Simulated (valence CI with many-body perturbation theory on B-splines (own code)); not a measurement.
Results of a calculation; reference values are marked as such.
# Hyperfine factors and g values of Cr XIX

Level of theory: configuration interaction combined with many-body perturbation theory (CI+MBPT): four valence electrons over a frozen Dirac-Fock core [He], a basis of 11 s, 11 p, 9 d, 7 f, 5 g, 2 h, 1 i functions for each j, with the one-electron correlation potential Σ1, the two-electron term Σ2, the three-electron term Σ3, Breit, model QED; selected CI, second order for the rest (own B-spline code, finite nucleus).

No measured levels were compared; by estimate levels of excited configurations hold to 0.05 to 0.15 % of their energy, terms of the ground configuration to about 0.5 %. Among the levels kept, up to 260 cm⁻¹ of a level comes from second order outside the variational space, and about a tenth of that is noise between levels of different J, which matters for small intervals.

A/g_I is the dipole constant over the nuclear g factor μ/I (μ in nuclear magnetons, uniformly magnetised nucleus), B/Q the quadrupole constant per barn. Both hold the static response of the core; the bare values leave it out. Large factors of s and p1/2 electrons are usually good to 5 to 10 %; those of open d and f shells near neutrality can be off by tens of per cent, and small factors of p3/2, d and f electrons come from cancelling terms and can be off by a factor of two or in sign, in half-filled shells by more. B is blank for J = 1/2, where it vanishes, and for nearly pure S terms. Energies count from the lowest level. Levels with J = 0 are left out.

Names give the largest LS component (configuration and term), which can be under half, so a name can repeat, a term be missing and a line seem to break the LS rules; names also repeat where a configuration has a term twice. Letters in brackets count levels of one name in rising energy.

| Level | E (× 10³ cm⁻¹) | g | A/g_I (MHz) | A/g_I bare | B/Q (MHz/b) | B/Q bare |
| --- | --- | --- | --- | --- | --- | --- |
| 2s2 2p2 3P_1 | 47.81 | 1.498 | -1600 | 506 | 19800 | 19900 |
| 2s2 2p2 3P_2 | 82.48 | 1.415 | 34800 | 36300 | -20900 | -21000 |
| 2s2 2p2 1D_2 | 184.78 | 1.080 | 32000 | 32400 | 60200 | 60400 |
| 2s 2p3 5S°_2 | 403.14 | 1.988 | 90500 | 91800 |  |  |
| 2s 2p3 3D°_2 | 671.66 | 1.210 | 65800 | 65000 | 45900 | 46100 |
| 2s 2p3 3D°_1 | 672.74 | 0.596 | -51700 | -50000 | 26200 | 26300 |
| 2s 2p3 3D°_3 | 686.86 | 1.331 | 94700 | 93700 | -201 | -210 |
| 2s 2p3 3P°_1 | 794.01 | 1.419 | 118000 | 117000 | -26400 | -26600 |
| 2s 2p3 3P°_2 | 804.66 | 1.440 | 89000 | 88300 | -45200 | -45400 |
| 2s 2p3 3S°_1 | 960.03 | 1.859 | -59300 | -52100 | 398 | 402 |
| 2s 2p3 1D°_2 | 976.53 | 1.020 | 49000 | 48700 | -1800 | -1780 |
| 2s 2p3 1P°_1 | 1091.2 | 1.115 | 10200 | 11900 | 353 | 342 |
| 2p4 3P_2 | 1450.2 | 1.459 | 17700 | 20800 | 30100 | 30200 |
| 2p4 3P_1 | 1514.2 | 1.498 | -5110 | -1530 | -19200 | -19300 |
| 2p4 1D_2 | 1586.5 | 1.035 | 44600 | 44800 | -69000 | -69300 |
| 2s2 2p 3s 3P°_1 | 6349.4 | 1.395 | 106000 | 104000 | -7980 | -8020 |
| 2s2 2p 3s 3P°_2 | 6423.9 | 1.498 | 42200 | 42700 | 40800 | 41000 |
| 2s2 2p 3s 1P°_1 | 6445.5 | 1.099 | 6730 | 8660 | 28300 | 28500 |
| 2s2 2p 3p 3D_1 | 6502.7 | 0.701 | 73300 | 72200 | -2490 | -2500 |
| 2s2 2p 3p 1P_1 | 6545.6 | 1.260 | -8510 | -8330 | 3710 | 3720 |
| 2s2 2p 3p 3D_2 | 6547.6 | 1.178 | 32700 | 32800 | 11300 | 11400 |
| 2s2 2p 3p 3P_1 | 6605.2 | 1.251 | 12300 | 13700 | 227 | 233 |
| 2s2 2p 3p 3D_3 | 6610.7 | 1.332 | 15400 | 16300 | 52000 | 52300 |
| 2s2 2p 3p 3S_1 | 6623.4 | 1.784 | 20500 | 22200 | 4160 | 4170 |
| 2s2 2p 3p 3P_2 | 6628.3 | 1.402 | 25900 | 26900 | 2940 | 2960 |
| 2s2 2p 3p 1D_2 | 6680.0 | 1.082 | 21800 | 22100 | 36500 | 36600 |
| 2s 2p2 3s 5P_1 | 6706.9 | 2.473 | 169000 | 167000 | -3830 | -3850 |
| 2s2 2p 3d 3F°_2 | 6710.8 | 0.752 | 32100 | 31600 | 6000 | 6070 |
| 2s2 2p 3d 3F°_3 | 6739.7 | 1.109 | 19300 | 19200 | 5940 | 6020 |
| 2s 2p2 3s 5P_2 | 6740.9 | 1.825 | 96600 | 96000 | 40500 | 40700 |
| 2s2 2p 3d 1D°_2 [a] | 6746.6 | 1.166 | -13600 | -13700 | -9300 | -9300 |
| 2s2 2p 3d 3D°_1 | 6764.2 | 0.740 | -21400 | -21400 | -1470 | -1460 |

Q: Take the isotope of mass number 53, with I = 3/2, μ = -0.47431 μN and Q = -0.15 b. What is the hyperfine structure of 2s2 2p2 3P_2?

A: From the table A = -11000 MHz, B = 3140 MHz. Shifts from the centre of gravity in MHz: F = 1/2: 52200, F = 3/2: 33000, F = 5/2: 3540, F = 7/2: -32200.
